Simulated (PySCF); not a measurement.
# What builds the second ionisation energy along group 14

All values are computed (PySCF 2.14, energy differences of UHF-based or UKS calculations, no spin-orbit coupling). Each column adds one step, in eV (sums use unrounded values): valence MP2, valence CCSD, valence triples, then the next inner shell at CCSD(T) (C 1s, Si 2s 2p, Ge 3s 3p 3d). References (NIST) marked * lie between the lowest fine-structure levels; the others compare directly ((s) semi-empirical, (t) theoretical).

| element | UHF | + MP2 | + CCSD | + (T) | + inner shell | sum | reference |
| --- | --- | --- | --- | --- | --- | --- | --- |
| C [He] 2s2 2p1 → [He] 2s2 (aug-cc-pwCVTZ, non-relativistic) | 24.154 | 0.223 | -0.166 | 0.033 | 0.058 | 24.302 | 24.378 |
| Si [Ne] 3s2 3p1 → [Ne] 3s2 (aug-cc-pwCVTZ, non-relativistic) | 15.830 | 0.269 | 0.115 | 0.031 | 0.013 | 16.257 | 16.322 |
| Ge [Ar] 3d10 4s2 4p1 → [Ar] 3d10 4s2 (aug-cc-pwCVTZ-PP with ECP10MDF, ECP) | 15.256 | 0.246 | 0.070 | 0.022 | 0.127 | 15.721 | 15.789 |

What remains against the references is mostly basis incompleteness.

Task: What share of the correlation contribution for Ge comes from the inner shell?

Result: The four steps add to 0.465 eV, of which the inner shell gives 0.127 eV, or 27 %.
